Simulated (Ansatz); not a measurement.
Basis sets compared for BMe3 (C₃H₉B). Charge 0, multiplicity 1. Geometry PBE0-D4/def2-SVP. Ansatz on 2 threads of Arm Neoverse V2 on a shared host; times are rough, and most runs start from earlier orbitals.

Cartesian coordinates in Å:
```
B 0.0101 0.0049 0.0049
C 0.0112 -1.1219 1.1043
C -0.7535 1.3569 0.2641
C 0.7549 -0.2288 -1.3622
H -1.0325 -1.4207 1.3131
H 0.3813 -0.7134 2.0617
H 0.5878 -2.0267 0.8610
H -1.5311 1.4851 -0.5113
H -0.0676 2.2099 0.1151
H -1.2291 1.4559 1.2511
H 0.7197 0.6082 -2.0753
H 0.3360 -1.1251 -1.8551
H 1.8128 -0.4844 -1.1712
```

Binding counts from free atoms (B doublet, C triplet, H doublet) in the same basis, without a counterpoise term.

| level | functions | energy (Eh) | HOMO (eV) | LUMO (eV) | binding per atom (eV) | wall time |
| --- | --- | --- | --- | --- | --- | --- |
| PBE-D4/def2-SVP | 101 | -144.2764 | -6.99 | -1.08 | 4.09 | 1.1 s |
| PBE0-D4/def2-SVP | 101 | -144.3162 | -8.43 | -0.08 | 4.07 | 1.2 s |

(1) Estimate the rows for PBE-D4/def2-TZVP (with forces), PBE0-D4/def2-TZVP.

Answers

(1) 
```
                         level  functions  energy (Eh)  HOMO (eV)  LUMO (eV)  binding per atom (eV)  wall time
PBE-D4/def2-TZVP (with forces)        178    -144.4352      -7.11      -1.20                   4.06      2.4 s
             PBE0-D4/def2-TZVP        178    -144.4693      -8.49      -0.16                   4.03      2.3 s
```
